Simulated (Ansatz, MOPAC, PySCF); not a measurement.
Noncovalent pair: GeH4 (SMILES [GeH4]) (first 5 atoms) with C2H6 (SMILES CC); geometry from B3LYP-D3(BJ)/def2-TZVP, rigid monomers moved along the line of their centres of mass till Ge1···C6 is 4.38 Å.
(charge 0, multiplicity 1):
| atom | x (Å) | y (Å) | z (Å) |
|---|---|---|---|
| Ge | -0.1545 | 0.1485 | -0.2464 |
| H | -0.5052 | -0.0597 | -1.7277 |
| H | 0.4200 | -1.1531 | 0.3312 |
| H | -1.4220 | 0.5348 | 0.5293 |
| H | 0.8864 | 1.2701 | -0.1198 |
| C | 0.6073 | 0.4461 | 4.0581 |
| C | -0.3404 | -0.7024 | 4.3908 |
| H | 1.0568 | 0.8646 | 4.9606 |
| H | 0.0851 | 1.2566 | 3.5459 |
| H | 1.4209 | 0.1152 | 3.4097 |
| H | 0.1825 | -1.5115 | 4.9045 |
| H | -0.7893 | -1.1213 | 3.4885 |
| H | -1.1534 | -0.3705 | 5.0394 |

Counterpoise-corrected where a basis set is named; no monomer relaxation. Rows marked so take none.

Correlated levels freeze the cores. Filled d and f shells under p-block atoms count as core. Rows in 3-21G, 6-31G*, STO-3G carry no dispersion term and start afresh at each structure (6-31G* with six Cartesian d functions); the Pople sets are all-electron and without relativity. MP2/6-31G* freezes PySCF's default core, which leaves 3d correlated. The state that AM1, PM3, PM6 reach isn't checked.

The values were computed with Ansatz (Gaussian basis) for Hartree–Fock, density functionals and correlated methods; MOPAC for AM1, PM3, PM6 (differences of heats of formation); PySCF for 3-21G rows, 6-31G* rows, STO-3G rows, the dispersion terms. Values without a source in brackets are computed.

Other levels give for the interaction energy: PBE/def2-TZVPPD -0.31; B3LYP/def2-TZVPPD 0.24; B3LYP-D3(BJ)/def2-TZVPPD -0.87; wB97M-V/def2-TZVPPD -0.77; CCSD(T)/aug-cc-pVDZ -0.72 kcal/mol.

Problem. What do these common cheap choices give for the same quantity: AM1, PM3, PM6, HF/STO-3G (no counterpoise), BP86/6-31G* (no counterpoise), B3LYP/3-21G (no counterpoise), MP2/6-31G*, MP2/6-31G* (no counterpoise)?

Solution. AM1 0.02; PM3 0.31; PM6 -0.21; HF/STO-3G (no counterpoise) 0.04; BP86/6-31G* (no counterpoise) 0.37; B3LYP/3-21G (no counterpoise) -0.40; MP2/6-31G* -0.27; MP2/6-31G* (no counterpoise) -0.59 kcal/mol. They span -0.59 to 0.37 kcal/mol.

Ansatz is a first-principles code.
